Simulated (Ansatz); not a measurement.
Basis sets compared for the cluster Cr2F6 (the lowest singlet isomer of a short search). The state is a singlet with charge 0. Geometry B3LYP-D4/def2-SVP. Ansatz on 4 threads of Arm Neoverse V2 on a shared host; times are rough, and most runs start from earlier orbitals.

```xyz
8

Cr    0.554   -0.393   -0.629
Cr   -0.554    0.393    0.629
F     1.535    0.924   -1.082
F     1.307   -1.607    0.298
F     0.576    0.951    1.773
F    -1.331    1.586   -0.305
F    -1.514   -0.931    1.105
F    -0.574   -0.923   -1.788
```

The restricted singlet is unstable towards broken spin symmetry in Hartree–Fock (as tested in another run); at PBE-D4/def2-SVP, PBE-D4/def2-TZVP, PBE0-D4/def2-SVP, PBE0-D4/def2-TZVP this wasn't settled. No other spin state of charge 0 was run. The structure comes from a short search, and lower isomers may exist.

Binding counts from free atoms (Cr septet, F doublet) in the same basis, without a counterpoise term.

```tsv
level	functions	energy (Eh)	HOMO (eV)	LUMO (eV)	binding per atom (eV)	wall time
PBE-D4/def2-SVP	146	-2686.5336	-7.38	-5.31	4.10	2.1 s
PBE0-D4/def2-SVP	146	-2686.3826	-9.48	-5.08	3.16	3.2 s
```

Estimate the rows for PBE-D4/def2-TZVP (with forces), PBE0-D4/def2-TZVP.


```json
{"level": "PBE-D4/def2-TZVP (with forces)", "functions": "276", "energy (Eh)": "-2687.5801", "HOMO (eV)": "-7.59", "LUMO (eV)": "-5.48", "binding per atom (eV)": "3.98", "wall time": "4.8 s"}
{"level": "PBE0-D4/def2-TZVP", "functions": "276", "energy (Eh)": "-2687.4335", "HOMO (eV)": "-9.49", "LUMO (eV)": "-4.96", "binding per atom (eV)": "3.15", "wall time": "9 s"}
```
